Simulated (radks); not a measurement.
Problem. The mean radii <r> (bohr) of the occupied orbitals of an atom or ion are listed with their occupations. Method: Dirac Kohn-Sham, AM05, spin-unpolarised, spherical densities, point nucleus; computed with a radial shooting solver on a logarithmic mesh with Libxc functionals.

| orbital | occ. | <r> |
|---|---|---|
| 1s1/2 | 2 | 0.03520 |
| 2s1/2 | 2 | 0.1535 |
| 2p1/2 | 2 | 0.1308 |
| 2p3/2 | 4 | 0.1354 |
| 3s1/2 | 2 | 0.4290 |
| 3p1/2 | 2 | 0.4233 |
| 3p3/2 | 4 | 0.4339 |
| 3d3/2 | 4 | 0.4125 |
| 3d5/2 | 6 | 0.4160 |
| 4s1/2 | 2 | 1.079 |
| 4p1/2 | 2 | 1.162 |
| 4p3/2 | 4 | 1.187 |
| 4d3/2 | 1 | 1.466 |
| 4f5/2 | 1 | 2.767 |

Name the element and its charge. Open shells, if any, fill j = l - 1/2 first.

Solution. Z = 42, molybdenum, charge +4: Mo4+ in [Kr] 4d1 4f1. The 1s radius gives Z: for a bare nucleus <r> = (2 gamma + 1)/(2Z) with gamma = sqrt(1 - (Z/c)^2), 0.03457 bohr for Z = 42, and screening makes it slightly larger (0.03520 here). The occupations add up to 38, and the charge is Z minus that.
